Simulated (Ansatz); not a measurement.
Program: Ansatz. Geometries: PBE0-D4/def2-TZVP. ΔE: electronic, gas phase. CCSD(T)/CBS is the MP2 limit (def2-TZVPP, def2-QZVPP) plus CCSD(T) − MP2 in def2-TZVPP, frozen cores. Each species was taken in one conformer, which may not be the lowest.

Consider the formal exchange of groups at a C–C bond: `CC(F)(F)CC(F)F` + `B[SiH](N)F` → `B[Si](C)(N)F` + `FC(F)CC(F)F`.

| species | HF/def2-TZVPP energy (Eh) |
| --- | --- |
| `CC(F)(F)CC(F)F` | -552.97678 |
| `B[SiH](N)F` | -470.57626 |
| `B[Si](C)(N)F` | -509.64151 |
| `FC(F)CC(F)F` | -513.92033 |

(1) Work out ΔE.

Largest T1 diagnostic among the species: 0.012.

Results:

(1) ΔE = (-509.64151) + (-513.92033) − (-552.97678) − (-470.57626) = -0.00880 Eh = -0.24 eV. CCSD(T)/CBS gives -0.24 eV.
